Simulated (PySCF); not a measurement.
Bond stretch in MgO, singlet.

Levels of theory: UHF/cc-pVTZ (PySCF); RHF/cc-pVTZ (PySCF); UKS-B3LYP = unrestricted B3LYP/cc-pVTZ (PySCF); RKS-B3LYP = restricted B3LYP/cc-pVTZ in PySCF; UKS-B3LYP/6-31G* = PySCF with unrestricted B3LYP/6-31G*, spherical d; RKS-B3LYP/6-31G* = restricted B3LYP/6-31G*, spherical d run with PySCF; UKS-BP86/6-31G* = unrestricted BP86/6-31G*, spherical d (PySCF); RKS-BP86/6-31G* = PySCF with restricted BP86/6-31G*, spherical d.

Scanned distances (Å): 1.38, 1.48, 1.56, 1.63, 1.65, 1.73, 1.78, 1.86, 1.92, 2.04, 2.15, 2.37, 2.61, 2.85, 3.11, 3.48, 3.86, 4.19, 4.70, 5.22, 6.05, 6.88.

Question: Where does the unrestricted solution first break spin symmetry (<S²> of 0.01 or more)?

Answer: UHF: already at 1.38 Å; UKS-B3LYP: already at 1.38 Å; UKS-B3LYP/6-31G*: already at 1.38 Å; UKS-BP86/6-31G*: already at 1.38 Å.

```json
[
 {"R / Å": "1.38", "<S²> UHF": "0.96", "E(RHF) − E(UHF) / eV": "1.903", "<S²> UKS-B3LYP": "0.36", "E(RKS-B3LYP) − E(UKS-B3LYP) / eV": "0.077", "<S²> UKS-B3LYP/6-31G*": "0.37", "E(RKS-B3LYP/6-31G*) − E(UKS-B3LYP/6-31G*) / eV": "0.078", "<S²> UKS-BP86/6-31G*": "0.12", "E(RKS-BP86/6-31G*) − E(UKS-BP86/6-31G*) / eV": "0.008"},
 {"R / Å": "1.48", "<S²> UHF": "0.95", "E(RHF) − E(UHF) / eV": "1.877", "<S²> UKS-B3LYP": "0.35", "E(RKS-B3LYP) − E(UKS-B3LYP) / eV": "0.068", "<S²> UKS-B3LYP/6-31G*": "0.36", "E(RKS-B3LYP/6-31G*) − E(UKS-B3LYP/6-31G*) / eV": "0.072", "<S²> UKS-BP86/6-31G*": "0.10", "E(RKS-BP86/6-31G*) − E(UKS-BP86/6-31G*) / eV": "0.006"},
 {"R / Å": "1.56", "<S²> UHF": "0.95", "E(RHF) − E(UHF) / eV": "1.930", "<S²> UKS-B3LYP": "0.37", "E(RKS-B3LYP) − E(UKS-B3LYP) / eV": "0.074", "<S²> UKS-B3LYP/6-31G*": "0.38", "E(RKS-B3LYP/6-31G*) − E(UKS-B3LYP/6-31G*) / eV": "0.080", "<S²> UKS-BP86/6-31G*": "0.11", "E(RKS-BP86/6-31G*) − E(UKS-BP86/6-31G*) / eV": "0.006"},
 {"R / Å": "1.63", "<S²> UHF": "1.01", "E(RHF) − E(UHF) / eV": "2.113", "<S²> UKS-B3LYP": "0.00", "E(RKS-B3LYP) − E(UKS-B3LYP) / eV": "0.000", "<S²> UKS-B3LYP/6-31G*": "0.41", "E(RKS-B3LYP/6-31G*) − E(UKS-B3LYP/6-31G*) / eV": "0.094", "<S²> UKS-BP86/6-31G*": "0.12", "E(RKS-BP86/6-31G*) − E(UKS-BP86/6-31G*) / eV": "0.008"},
 {"R / Å": "1.65", "<S²> UHF": "1.01", "E(RHF) − E(UHF) / eV": "2.189", "<S²> UKS-B3LYP": "0.00", "E(RKS-B3LYP) − E(UKS-B3LYP) / eV": "0.000", "<S²> UKS-B3LYP/6-31G*": "0.42", "E(RKS-B3LYP/6-31G*) − E(UKS-B3LYP/6-31G*) / eV": "0.100", "<S²> UKS-BP86/6-31G*": "0.13", "E(RKS-BP86/6-31G*) − E(UKS-BP86/6-31G*) / eV": "0.009"},
 {"R / Å": "1.73", "<S²> UHF": "1.01", "E(RHF) − E(UHF) / eV": "2.461", "<S²> UKS-B3LYP": "0.48", "E(RKS-B3LYP) − E(UKS-B3LYP) / eV": "0.120", "<S²> UKS-B3LYP/6-31G*": "0.52", "E(RKS-B3LYP/6-31G*) − E(UKS-B3LYP/6-31G*) / eV": "0.129", "<S²> UKS-BP86/6-31G*": "0.21", "E(RKS-BP86/6-31G*) − E(UKS-BP86/6-31G*) / eV": "0.017"},
 {"R / Å": "1.78", "<S²> UHF": "1.01", "E(RHF) − E(UHF) / eV": "2.602", "<S²> UKS-B3LYP": "0.62", "E(RKS-B3LYP) − E(UKS-B3LYP) / eV": "0.158", "<S²> UKS-B3LYP/6-31G*": "0.67", "E(RKS-B3LYP/6-31G*) − E(UKS-B3LYP/6-31G*) / eV": "0.175", "<S²> UKS-BP86/6-31G*": "0.28", "E(RKS-BP86/6-31G*) − E(UKS-BP86/6-31G*) / eV": "0.033"},
 {"R / Å": "1.86", "<S²> UHF": "1.01", "E(RHF) − E(UHF) / eV": "2.778", "<S²> UKS-B3LYP": "0.84", "E(RKS-B3LYP) − E(UKS-B3LYP) / eV": "0.265", "<S²> UKS-B3LYP/6-31G*": "0.90", "E(RKS-B3LYP/6-31G*) − E(UKS-B3LYP/6-31G*) / eV": "0.300", "<S²> UKS-BP86/6-31G*": "0.42", "E(RKS-BP86/6-31G*) − E(UKS-BP86/6-31G*) / eV": "0.072"},
 {"R / Å": "1.92", "<S²> UHF": "1.01", "E(RHF) − E(UHF) / eV": "2.871", "<S²> UKS-B3LYP": "0.98", "E(RKS-B3LYP) − E(UKS-B3LYP) / eV": "0.378", "<S²> UKS-B3LYP/6-31G*": "1.00", "E(RKS-B3LYP/6-31G*) − E(UKS-B3LYP/6-31G*) / eV": "0.429", "<S²> UKS-BP86/6-31G*": "0.55", "E(RKS-BP86/6-31G*) − E(UKS-BP86/6-31G*) / eV": "0.114"},
 {"R / Å": "2.04", "<S²> UHF": "1.01", "E(RHF) − E(UHF) / eV": "2.963", "<S²> UKS-B3LYP": "1.00", "E(RKS-B3LYP) − E(UKS-B3LYP) / eV": "0.609", "<S²> UKS-B3LYP/6-31G*": "1.00", "E(RKS-B3LYP/6-31G*) − E(UKS-B3LYP/6-31G*) / eV": "0.666", "<S²> UKS-BP86/6-31G*": "0.82", "E(RKS-BP86/6-31G*) − E(UKS-BP86/6-31G*) / eV": "0.241"},
 {"R / Å": "2.15", "<S²> UHF": "1.01", "E(RHF) − E(UHF) / eV": "2.953", "<S²> UKS-B3LYP": "1.00", "E(RKS-B3LYP) − E(UKS-B3LYP) / eV": "0.777", "<S²> UKS-B3LYP/6-31G*": "1.00", "E(RKS-B3LYP/6-31G*) − E(UKS-B3LYP/6-31G*) / eV": "0.836", "<S²> UKS-BP86/6-31G*": "1.01", "E(RKS-BP86/6-31G*) − E(UKS-BP86/6-31G*) / eV": "0.408"},
 {"R / Å": "2.37", "<S²> UHF": "1.01", "E(RHF) − E(UHF) / eV": "2.744", "<S²> UKS-B3LYP": "1.00", "E(RKS-B3LYP) − E(UKS-B3LYP) / eV": "1.003", "<S²> UKS-B3LYP/6-31G*": "1.01", "E(RKS-B3LYP/6-31G*) − E(UKS-B3LYP/6-31G*) / eV": "1.064", "<S²> UKS-BP86/6-31G*": "1.01", "E(RKS-BP86/6-31G*) − E(UKS-BP86/6-31G*) / eV": "0.712"},
 {"R / Å": "2.61", "<S²> UHF": "1.01", "E(RHF) − E(UHF) / eV": "2.357", "<S²> UKS-B3LYP": "1.01", "E(RKS-B3LYP) − E(UKS-B3LYP) / eV": "1.139", "<S²> UKS-B3LYP/6-31G*": "1.01", "E(RKS-B3LYP/6-31G*) − E(UKS-B3LYP/6-31G*) / eV": "1.205", "<S²> UKS-BP86/6-31G*": "1.01", "E(RKS-BP86/6-31G*) − E(UKS-BP86/6-31G*) / eV": "0.946"},
 {"R / Å": "2.85", "<S²> UHF": "1.20", "E(RHF) − E(UHF) / eV": "2.204", "<S²> UKS-B3LYP": "1.02", "E(RKS-B3LYP) − E(UKS-B3LYP) / eV": "1.232", "<S²> UKS-B3LYP/6-31G*": "1.02", "E(RKS-B3LYP/6-31G*) − E(UKS-B3LYP/6-31G*) / eV": "1.307", "<S²> UKS-BP86/6-31G*": "1.01", "E(RKS-BP86/6-31G*) − E(UKS-BP86/6-31G*) / eV": "1.119"},
 {"R / Å": "3.11", "<S²> UHF": "1.14", "E(RHF) − E(UHF) / eV": "2.284", "<S²> UKS-B3LYP": "1.02", "E(RKS-B3LYP) − E(UKS-B3LYP) / eV": "1.326", "<S²> UKS-B3LYP/6-31G*": "1.02", "E(RKS-B3LYP/6-31G*) − E(UKS-B3LYP/6-31G*) / eV": "1.407", "<S²> UKS-BP86/6-31G*": "1.01", "E(RKS-BP86/6-31G*) − E(UKS-BP86/6-31G*) / eV": "1.266"},
 {"R / Å": "3.48", "<S²> UHF": "1.07", "E(RHF) − E(UHF) / eV": "2.384", "<S²> UKS-B3LYP": "1.02", "E(RKS-B3LYP) − E(UKS-B3LYP) / eV": "1.448", "<S²> UKS-B3LYP/6-31G*": "1.02", "E(RKS-B3LYP/6-31G*) − E(UKS-B3LYP/6-31G*) / eV": "1.531", "<S²> UKS-BP86/6-31G*": "1.01", "E(RKS-BP86/6-31G*) − E(UKS-BP86/6-31G*) / eV": "1.422"},
 {"R / Å": "3.86", "<S²> UHF": "1.03", "E(RHF) − E(UHF) / eV": "2.443", "<S²> UKS-B3LYP": "1.01", "E(RKS-B3LYP) − E(UKS-B3LYP) / eV": "1.547", "<S²> UKS-B3LYP/6-31G*": "1.01", "E(RKS-B3LYP/6-31G*) − E(UKS-B3LYP/6-31G*) / eV": "1.629", "<S²> UKS-BP86/6-31G*": "1.01", "E(RKS-BP86/6-31G*) − E(UKS-BP86/6-31G*) / eV": "1.528"},
 {"R / Å": "4.19", "<S²> UHF": "1.01", "E(RHF) − E(UHF) / eV": "2.468", "<S²> UKS-B3LYP": "1.01", "E(RKS-B3LYP) − E(UKS-B3LYP) / eV": "1.610", "<S²> UKS-B3LYP/6-31G*": "1.01", "E(RKS-B3LYP/6-31G*) − E(UKS-B3LYP/6-31G*) / eV": "1.692", "<S²> UKS-BP86/6-31G*": "1.00", "E(RKS-BP86/6-31G*) − E(UKS-BP86/6-31G*) / eV": "1.590"},
 {"R / Å": "4.70", "<S²> UHF": "1.01", "E(RHF) − E(UHF) / eV": "2.485", "<S²> UKS-B3LYP": "1.01", "E(RKS-B3LYP) − E(UKS-B3LYP) / eV": "1.678", "<S²> UKS-B3LYP/6-31G*": "1.00", "E(RKS-B3LYP/6-31G*) − E(UKS-B3LYP/6-31G*) / eV": "1.758", "<S²> UKS-BP86/6-31G*": "1.00", "E(RKS-BP86/6-31G*) − E(UKS-BP86/6-31G*) / eV": "1.650"},
 {"R / Å": "5.22", "<S²> UHF": "1.01", "E(RHF) − E(UHF) / eV": "2.490", "<S²> UKS-B3LYP": "1.00", "E(RKS-B3LYP) − E(UKS-B3LYP) / eV": "1.721", "<S²> UKS-B3LYP/6-31G*": "1.00", "E(RKS-B3LYP/6-31G*) − E(UKS-B3LYP/6-31G*) / eV": "1.799", "<S²> UKS-BP86/6-31G*": "1.00", "E(RKS-BP86/6-31G*) − E(UKS-BP86/6-31G*) / eV": "1.683"},
 {"R / Å": "6.05", "<S²> UHF": "1.01", "E(RHF) − E(UHF) / eV": "2.491", "<S²> UKS-B3LYP": "1.00", "E(RKS-B3LYP) − E(UKS-B3LYP) / eV": "1.761", "<S²> UKS-B3LYP/6-31G*": "1.00", "E(RKS-B3LYP/6-31G*) − E(UKS-B3LYP/6-31G*) / eV": "1.836", "<S²> UKS-BP86/6-31G*": "1.00", "E(RKS-BP86/6-31G*) − E(UKS-BP86/6-31G*) / eV": "1.709"},
 {"R / Å": "6.88", "<S²> UHF": "1.01", "E(RHF) − E(UHF) / eV": "2.490", "<S²> UKS-B3LYP": "1.00", "E(RKS-B3LYP) − E(UKS-B3LYP) / eV": "1.783", "<S²> UKS-B3LYP/6-31G*": "1.00", "E(RKS-B3LYP/6-31G*) − E(UKS-B3LYP/6-31G*) / eV": "1.857", "<S²> UKS-BP86/6-31G*": "1.00", "E(RKS-BP86/6-31G*) − E(UKS-BP86/6-31G*) / eV": "1.725"}
]
```
